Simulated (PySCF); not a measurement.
C4H4FO3Si: g tensor and hyperfine couplings

Compound: C₄H₄FO₃Si (doublet state).
Structure used (GFN2-xTB), in Å, numbered top down from 1:
```xyz
13
C4H4FO3Si angstrom
O     -0.0580   -2.2371   -0.5935
C     -0.5096   -1.1638   -0.3011
O     -1.8915   -1.0225   -0.2770
C     -2.4334    0.1847    0.0380
O     -1.7071    1.2816    0.2312
C     -0.3837    1.1795    0.2590
C      0.2781    0.0061    0.0211
Si     2.1306   -0.2396    0.0373
F      2.6882    1.2265    0.4329
H     -3.4755    0.3108   -0.1820
H      0.1146    2.1093    0.4852
H      2.6803   -0.5158   -1.2792
H      2.5626   -1.1192    1.1104
```

The hyperfine couplings belong to this conformer and change with its torsions.

As a line formula: `O1[CH]OC(C([SiH2]F)=C1)=O` [radical].

The calculation used UKS B3LYP, pcH-1 on C F H O Si, non-relativistic, mean-field spin-orbit, GIAO in PySCF 2.14.0. Geometry: GFN2-xTB, one conformer, isolated molecule. The geometry wasn't refined by DFT: couplings that depend on bond lengths, twists or pyramidal angles can differ widely from those at the functional's own minimum. Stability of the SCF solution: not tested.

```
g1, g2, g3                      : 2.00205, 2.00281, 2.00394
g_iso                           : 2.00293
Form of g                       : rhombic: the two nearest values differ by 40 % of g3 − g1
⟨S²⟩                            : 0.7564 (exact 0.7500)
HOMO–LUMO gap, α and β orbitals : 3.07, 5.76 eV
Total energy                    : -769.85564 Eh
```

Hyperfine couplings atom by atom, in MHz; T1 to T3 are the principal values of the dipolar part; ρ(0) is the spin density at the nucleus:

```csv
atom,isotope,a_iso,of which spin–orbit,T1,T2,T3,Mulliken spin population,ρ(0) (bohr⁻³)
O1,17O,0.9,0.0,-1.3,-0.1,1.4,-0.01,-0.0015
C2,13C,-7.3,0.0,-1.6,-0.7,2.3,-0.02,-0.0065
O3,17O,-25.0,0.0,-57.7,26.9,30.8,0.10,0.0413
C4,13C,135.4,0.0,-76.3,-74.7,151.0,0.80,0.1204
O5,17O,-9.4,0.0,-21.5,9.2,12.4,0.01,0.0156
C6,13C,-2.1,0.0,-1.6,0.1,1.6,-0.01,-0.0019
C7,13C,9.9,0.0,-12.0,-9.8,21.9,0.15,0.0088
Si8,29Si,8.2,0.0,-0.1,-0.1,0.3,0.00,-0.0093
F9,19F,-1.2,0.0,-0.4,-0.2,0.6,0.00,-0.0003
H10,1H,-50.5,0.0,-34.4,-1.5,35.9,-0.04,-0.0113
H11,1H,-3.7,0.0,-2.7,-2.3,5.0,0.00,-0.0008
H12,1H,7.5,0.0,-0.9,-0.7,1.6,0.00,0.0017
H13,1H,8.8,0.0,-1.0,-0.7,1.7,0.00,0.0020
```

The Mulliken spin populations are largest on C4 (+0.80), C7 (+0.15) and O3 (+0.10). The angles at C4 add up to 357.2°, so it is nearly planar; its axial dipolar tensor and the negative coupling of its proton fit spin in a p orbital normal to that plane.

Axes: g3 points within 14° of the C4–H10 bond.

Under fast tumbling the dipolar parts average out, and these isotropic splittings remain: 1 × 1H (H10, I = 1/2, 2 lines) with 1.80 mT, 2 × 1H (H12/H13, I = 1/2, 3 lines) with 0.29 mT, 1 × 1H (H11, I = 1/2, 2 lines) with 0.13 mT and 1 × 19F (F9, I = 1/2, 2 lines) with 0.04 mT.

Nuclei that the bonding pattern makes equivalent are averaged, as if the motion that swaps them (rotation, inversion, ring flip) were fast.

The 29Si coupling of Si8 (8.2 MHz) shows only in satellite lines or after enrichment, since that isotope makes up about 4.7 % of natural silicon.

The 17O coupling of O3 (-25.0 MHz) shows only in satellite lines or after enrichment, since that isotope makes up about 0.038 % of natural oxygen.
